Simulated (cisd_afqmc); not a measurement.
Input (AFQMC/CISD/cc-pVDZ; cisd_afqmc is a phaseless AFQMC code with CISD trial states that reads the integrals written by Ansatz):

Ansatz 0.2 input:
```python
import cisd_afqmc

open("ham.yaml", "w").write("""\
crystal:
  periodic: [false, false, false]
  atoms:
    - {symbol: B, position_ang: [-0.60926992, -0.59620837, 0.10807138]}
    - {symbol: H, position_ang: [-0.35611612, -1.37679791, 0.94812296]}
    - {symbol: H, position_ang: [-1.52576515, -0.46473950, -0.61431770]}
    - {symbol: O, position_ang: [0.41715666, 0.40821364, -0.07399462]}
    - {symbol: H, position_ang: [0.35082757, 1.12516899, -0.73508999]}
    - {symbol: H, position_ang: [1.24015001, 0.43170113, 0.45288478]}
basis:
  gaussian:
    orbitals: cc-pVDZ
total_charge: 1
magnetization: {spin_polarized: false}
correlation: {method: ccsd, electrons: outside_noble_gas, hamiltonian_folder: ham}
""")
rep = cisd_afqmc.ansatz("ham.yaml")
e_ccsd = rep["correlation"]["coupled_cluster"]["energy"]["hartree"]
out = cisd_afqmc.run("ham", e_ccsd, trial="CISD", walkers=200, populations=8, threads=8, dt=0.005, steps=40, early=24, settle=10, least=32,
    cut=5e-5, rank_cut=2e-4, target=0.0004, seconds=1500, seed=1, memory=17280, gpu=False)
```

Output:

```
orbitals 46, occupied [6], factors 268 of 432, rank of the doubles 116 of 240
E(HF) = -101.615329
E(CCSD) on the cut factors = -101.911698, shift to the whole factors -0.000012
Energy of the trial state on the determinant = -101.911735
  tau behind 7.2 of longer steps, mean of the populations' last blocks
   2.0  -101.91750
   4.0  -101.91822
   6.0  -101.91733
   8.0  -101.91790
blocks 391 (0 outliers left out), error by blocks joined: 1: 0.00013, 2: 0.00016, 4: 0.00019, 8: 0.00023, 16: 0.00022
E(AFQMC/CISD) = -101.91800 +/- 0.00023
```
